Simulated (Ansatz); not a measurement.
Two isomers of C3H7GeN: A = `[GeH3][CH2]N1C=C1`, B = `N=C1C[CH]1[GeH3]`.

Isolated molecules relaxed with PBE0-D4/def2-TZVP in Ansatz; ΔE leaves out vibrations. CCSD(T)/CBS adds triple-zeta CCSD(T) − MP2 to the extrapolated MP2 energy (def2 sets, frozen cores). Functionals use def2-TZVPP. B3LYP here is the variant with VWN-RPA as its local correlation; programs differ in this. For Ge outer-core shells are correlated without core-valence functions, which leaves a few kJ/mol of doubt a bond. Scalar relativity is left out up to krypton. Each species was taken in one conformer, which may not be the lowest.

Which isomer does CCSD(T)/CBS put lower? Give the gap. (Best estimate.)

The calculation gave: B, by 198.2 kJ/mol.

Give E(B) − E(A) in kJ/mol with PBE-D4, ωB97M-V, B3LYP-D4, r2SCAN-D4, HF/def2-TZVPP, MP2/def2-TZVPP, PBE0-D4. (Estimate.)

The calculation gave: PBE-D4 -207.4, ωB97M-V -207.0, B3LYP-D4 -208.2, r2SCAN-D4 -214.7, HF/def2-TZVPP -223.2, MP2/def2-TZVPP -204.1, PBE0-D4 -214.4. None reverses the order clearly.

Largest T1 diagnostic: 0.012.

From PBE to PBE0 (25 % exact exchange), in def2-TZVPP and without D4, E(B) − E(A) moves by −6.9 kJ/mol. In def2-TZVPP, CCSD(T) changes the Hartree–Fock value by +20.2 kJ/mol (the triples alone add +3.9 kJ/mol) and MP2 by +19.1 kJ/mol.
